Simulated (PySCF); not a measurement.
H9Si4, SMILES [SiH3][Si]([SiH3])[SiH3], multiplicity 2. Coordinates come from a r2SCAN-D4/def2-SVP optimisation. The isomer is the one that the SMILES or the coordinates give; other isomers of the formula were not compared.

Computed equilibrium geometry at r2SCAN-D4/def2-SVP (PySCF confirms it by a frequency run) as bond lengths and angles, and its point group:
point group C3v.
Atoms: Si1 Si2 Si3 Si4 H5 H6 H7 H8 H9 H10 H11 H12 H13. Bonds (Å): Si1–Si2 2.333, Si1–H5 1.495, Si1–H6 1.498, Si1–H7 1.495, Si2–Si3 2.333, Si2–Si4 2.333, Si3–H8 1.495, Si3–H9 1.495, Si3–H10 1.498, Si4–H11 1.498, Si4–H12 1.495, Si4–H13 1.495. Angles (°): Si2–Si1–H5 109.8, Si2–Si1–H6 111.4, Si2–Si1–H7 109.8, H5–Si1–H6 108.3, H5–Si1–H7 109.1, H6–Si1–H7 108.3, Si1–Si2–Si3 115.7, Si1–Si2–Si4 115.7, Si3–Si2–Si4 115.7, Si2–Si3–H8 109.8, Si2–Si3–H9 109.8, Si2–Si3–H10 111.4, H8–Si3–H9 109.1, H8–Si3–H10 108.3, H9–Si3–H10 108.3, Si2–Si4–H11 111.4, Si2–Si4–H12 109.8, Si2–Si4–H13 109.8, H11–Si4–H12 108.3, H11–Si4–H13 108.3, H12–Si4–H13 109.1.
Charge 0, spin multiplicity 2.
